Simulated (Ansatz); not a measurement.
Ideal-gas functions of `S[Si](Cl)(Cl)Cl` at 298.15 K and 1 bar, from an Ansatz frequency run at PBE0-D4/def2-TZVP.

Molar mass 167.52 g/mol, point group Cs (symmetry number 1), electronic degeneracy 1, moments of inertia 379.295, 397.588, 397.633 u Å². Harmonic wavenumbers (cm⁻¹, unscaled): 115, 139, 201, 205, 215, 215, 408, 601, 601, 603, 772, 2700.

Use S(trans) = R[1.5 ln M + 2.5 ln T − 1.1517]; rotational temperatures θ = 24.2544 K / I; S(rot) = R[ln(√π/σ · √(T³/θAθBθC)) + 1.5]; for each mode x = 1.438777 ν̃/T, S = R[x/(eˣ − 1) − ln(1 − e⁻ˣ)] and H = RT x/(eˣ − 1); 1 cm⁻¹ = 0.0119627 kJ/mol; R = 8.31446 J/(mol·K).

Task: By hand: the entropy, in J/(mol·K).

Result: Translation 172.7. Rotation: θ = 0.0639, 0.061, 0.061 K, giving 123.0. Vibration, mode by mode: 13.32, 11.79, 8.89, 8.74, 8.37, 8.37, 3.91, 1.87, 1.87, 1.86, 0.97, 0.00, in all 70.0. Electronic 0.0. Sum 365.7 J/(mol·K).

Task: By hand: H − E and G − E in kJ/mol, counted from the electronic energy.

Result: Zero-point energy ½ × 6775 × 0.0119627 = 40.5; thermal vibration 11.6; translation, rotation and pV give 4 RT = 9.9. H − E = 62.0 kJ/mol, and G − E = 62.0 − 298.15 × 365.7/1000 = -47.0 kJ/mol.

Vibration gives 19 % of the entropy, 25.1 J/(mol·K) of it from the modes under 150 cm⁻¹: soft modes count most, and the harmonic formula is weakest for them. The sum counts one conformer and one mirror image; others add a mixing term.
